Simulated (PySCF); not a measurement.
```xyz
5
charge 1 multiplicity 1, angstrom
Ta    0.0000    0.0000    0.0000
F    -1.0452   -1.0452   -1.0452
F     1.0452    1.0452   -1.0452
F    -1.0452    1.0452    1.0452
F     1.0452   -1.0452    1.0452
```

Method: PySCF, PBE0, basis Ta def2-SVP with ECP60, F def2-SVP (scalar-relativistic core potentials, no spin–orbit coupling, density fitting).

This geometry of TaF₄⁺ is a stationary point at this level.

What is the point group?

Td.

Is it a minimum?

Yes: all harmonic wavenumbers are real.

Give the atomic charges and bond orders.


```
    atom  Mulliken  Löwdin  polar tensor  Mayer order to Ta1
     Ta1      1.77    0.94          3.16                   –
F2,3,4,5     -0.19    0.01         -0.54                1.28
```

Give the ideal-gas entropy at 298.15 K and 1 bar by parts.

translation 178.1, rotation 91.6, vibration 52.7, spin 0.0; total 322.4 J/(mol K).

Stability towards spin polarisation was not tested. This need not be the most stable arrangement of these atoms. No spin–orbit coupling is included, which matters more the heavier the element.
